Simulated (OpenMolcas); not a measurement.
What dynamic correlation does to the levels of Pd²⁺

- Program: OpenMolcas
- Basis: ANO-RCC-VQZP [8s7p5d3f2g1h]
- Scalar Hamiltonian: DKH2, point nucleus
- Active space: 8 electrons in 5 orbitals (4d)
- State averaging: 2S+1 = 3 even, 10 roots; 2S+1 = 1 even, 15 roots
- Spin-orbit coupling: RASSI with atomic mean-field integrals over the reference wave functions, term energies averaged over their components

Methods on the same reference wave functions:
A. CASSCF
B. SS-CASPT2, IPEA 0.25 Eh, imaginary shift 0.1 Eh (closed shells correlated: 4s 4p)

Energies in cm-1 above 4d8 3F4, the measured ground level; measured values from Moore, Atomic Energy Levels, vol. III, NSRDS-NBS 35 (1971 reprint of NBS Circular 467, 1958).

```
  Level      A      B  Measured
4d8 3F4    0.0    0.0       0.0
4d8 3F3   3135   3160      3230
4d8 3F2   4824   4530      4687
4d8 3P1  17415  13820     13470
4d8 3P0  17742  14070     13699
4d8 1G4  21487  17940     17880
4d8 1S0  50238  41460
```

Deviations, from unrounded energies. A percentage is the sum of absolute deviations over the sum of measured energies, with the sign that they share, or ± where signs differ.

| Against measurement | Levels | A | B |
| --- | --- | --- | --- |
| mean absolute deviation (cm-1) | 5 | 2400 | 200 |
| fine structure of the ground term (%) | 2 | ±2.9 | -2.8 |
| other terms of the ground configuration (%) | 3 | +25.7 | +1.7 |

B lies closest to measurement on these levels. The largest miss of B in the table is 4d8 3P0, by +370 cm-1. The ranking rests on the paired levels alone, and a cruder setting can come out closer through cancelling errors.

From A to B the spin-free energies of the other terms of 4d8 shown, above 3F, scale by factors of 0.75 to 0.81, as is usual when dynamic correlation screens the repulsion within a d or f shell.

The lowest spin-free term lies below A's lowest term by 0.591 hartree in B.

Term energies are means over components that CASPT2 splits; among the terms shown or strongly mixed into the levels shown the widest spread is 690 cm-1 (4d8 1G, B). Levels of configurations with an s electron are missing; early in the row they begin among the upper levels of the d shell and mix with terms of their name. Without dynamic correlation excited terms often stand tens of per cent too high (terms of higher spin than the ground term too low), and those without a measured partner can miss by more than the paired ones (holds for A). Measured partners are found by configuration, term and J. A level has none where our copy of the source lacks it or the pairing is in doubt (some pairs that miss far off the trend of their configuration count as doubtful), and it then counts in no deviation. Levels of configurations outside the active space are missing. Levels that lie high or do not pair safely by name in every column are left out.
